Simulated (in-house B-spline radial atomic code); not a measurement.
Configurations of Hf²⁺, with energies counted from [Xe] 4f14 5d2. Computed with a B-spline radial code for spherical atoms: Dirac-Hartree-Fock, average of configuration, Fermi nucleus of rms radius 5.347 fm. Energies include first-order Breit, QED and recoil terms.

Occupations are held fixed; configurations that lie above the ionisation limit could autoionise.

```tsv
configuration	E - E(ref) (eV)	highest orbital	its <r> (bohr)
[Xe] 4f14 5d1 7s1	10.52	7s1/2	6.117
[Xe] 4f14 5d1 5g1	15.797	5g7/2	9.153
[Xe] 4f14 5d1 7g1	18.197	7g7/2	21.14
[Xe] 4f14 5d1 9f1	18.764	9f7/2	29.63
[Xe] 4f14 5d1 8g1	18.783	8g7/2	28.63
[Xe] 4f13 5d2 8p1	32.567	8p3/2	11.58
[Xe] 4f13 5d2 9s1	33.704	9s1/2	14.98
[Kr] 4d10 4f14 5s2 5p5 5d2 6g1	53.704	6g7/2	14.63
```

Problem. Order these further configurations by energy, lowest first.
A. [Kr] 4d10 4f14 5s2 5p5 5d2 9s1
B. [Xe] 4f13 5d2 6p1
C. [Xe] 4f13 5d2 6s1
D. [Kr] 4d10 4f14 5s2 5p5 5d2 8f1
E. [Xe] 4f13 5d2 9g1

Solution. C (16.2 eV), B (21.772 eV), E (36.294 eV), A (53.021 eV), D (54.566 eV).

Problem. How far above the reference does [Kr] 4d10 4f14 5s2 5p5 5d2 8s1 lie?

Solution. 50.968 eV; its least bound orbital is 8s1/2 with <r> = 10.05 bohr.

Problem. How far above the reference does [Xe] 4f14 5d1 6f1 lie?

Solution. 15.733 eV; its least bound orbital is 6f7/2 with <r> = 10.28 bohr.

Problem. How far above the reference does [Kr] 4d10 4f14 5s2 5p5 5d2 8g1 lie?

Solution. 55.194 eV; its least bound orbital is 8g7/2 with <r> = 28.61 bohr.
